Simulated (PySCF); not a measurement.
Ionisation energy of Ge by level of theory

Ge [Ar] 3d10 4s2 4p2 (3P) → Ge⁺ [Ar] 3d10 4s2 4p1 (2P), as a difference of total energies. Computed with PySCF 2.14 in x2c-TZVPall (6s5p4d1f, 48 functions), with scalar relativity by spin-free X2C-1e. Correlated levels: valence: [Ar] 3d10 frozen. The calculations carry no spin-orbit coupling.

```
           method  ionisation energy (eV)
              UHF                   7.414
             PBE0                   7.920
           r2SCAN                   8.054
    MP2 (valence)                   7.758
SCS-MP2 (valence)                   7.684
   CCSD (valence)                   7.788
CCSD(T) (valence)                   7.814
```

Errors of the correlated levels include the incompleteness of this basis and the frozen core.

Which method comes closest to the reference value, and which is furthest?

The reference is 7.925 eV (measured; NIST levels, between the centres of gravity of the two terms). Closest: PBE0 (error -0.005 eV); furthest: UHF (error -0.511 eV).
